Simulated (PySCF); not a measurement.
Vertical excitations of a molecule C₃H₄F₂Si from PySCF 2.14.0 with TDA-LC-ωPBE/def2-SVPD, as energy in eV (oscillator strength): 6.05 (0.000), 6.38 (0.000), 6.38 (0.000), 9.03 (0.001), 9.12 (0.102), 9.16 (0.092), 9.28 (0.139), 9.91 (0.099), 9.99 (0.007), 10.05 (0.600). Lowest triplet (TDA): 4.74 eV. Geometry: PBE0-D3(BJ)/def2-SVP. One conformer was computed; it need not be the lowest.

Problem. Which structure fits?
(A) F[C@@H]1C=C[Si@H]1F
(B) C#C[Si](C)(F)F
(C) C#C[Si@@H](F)CF
(D) FC=C=C(F)[SiH3]

Solution. B, C#C[Si](C)(F)F
